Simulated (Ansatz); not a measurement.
CH3F3Sn⁺, that is SnMeF3 with one electron fewer. The state is a doublet with charge 1. Geometry PBE0-D4/def2-SVP, that of the neutral singlet; atoms count from 1.

```
atom   x (Å)   y (Å)   z (Å)
 Sn1   0.050  -0.888  -0.054
  C2  -0.069   1.218   0.075
  H3  -0.936   1.553  -0.509
  H4   0.856   1.644  -0.333
  H5  -0.187   1.494   1.130
  F6   1.567  -1.648   0.846
  F7   0.176  -1.562  -1.848
  F8  -1.458  -1.811   0.694
```

In the def2 sets Sn takes a core potential; there is no spin–orbit coupling.

Question: Estimate the Mulliken populations from the PBE0/def2-TZVP orbitals of Ansatz.

Answer: 
| atom | charge (e) | spin (α − β) |
| --- | --- | --- |
| Sn1 | 1.56 | 0.01 |
| C2 | -0.43 | 0.48 |
| H3 | 0.26 | 0.00 |
| H4 | 0.26 | 0.00 |
| H5 | 0.26 | 0.00 |
| F6 | -0.30 | 0.17 |
| F7 | -0.30 | 0.17 |
| F8 | -0.30 | 0.17 |
Mulliken values and Mayer orders depend strongly on the basis.

Question: Where does the spin sit?

Answer: Summed by element: Sn 0.01, C 0.48, H 0.01, F 0.50, of 1 unpaired in all. Largest on single atoms: C2 0.48, F7 0.17, F6 0.17.

Question: And the Mayer bond orders between bonded heavy atoms (over 0.3)?

Answer: Sn1–C2 0.67 (2.11 Å); Sn1–F6 0.91 (1.92 Å); Sn1–F7 0.91 (1.92 Å); Sn1–F8 0.91 (1.92 Å).
